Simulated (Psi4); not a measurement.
Pair of molecules, SMILES Cl with SMILES C[SiH3] (the first has 2 atoms); geometry from B3LYP-D3(BJ)/def2-TZVP.
(charge 0, multiplicity 1):
```xyz
10

Cl    -0.561    -0.687    -0.500
H     -0.122    -0.270     0.636
C      0.331     0.797     5.066
Si    -0.219    -0.253     3.616
H      0.075     1.845     4.907
H      1.410     0.727     5.210
H     -0.156     0.466     5.986
H     -1.680    -0.149     3.395
H      0.139    -1.677     3.811
H      0.458     0.212     2.373
```

These are SAPT0/jun-cc-pV(D+d)Z in Psi4 values and carry that method's errors.

Give the four SAPT terms and the total, and say what mostly holds the pair together.

electrostatics -1.88, exchange 4.13, induction -1.53, dispersion -1.39, total -0.68 kcal/mol; the largest attraction is electrostatics.
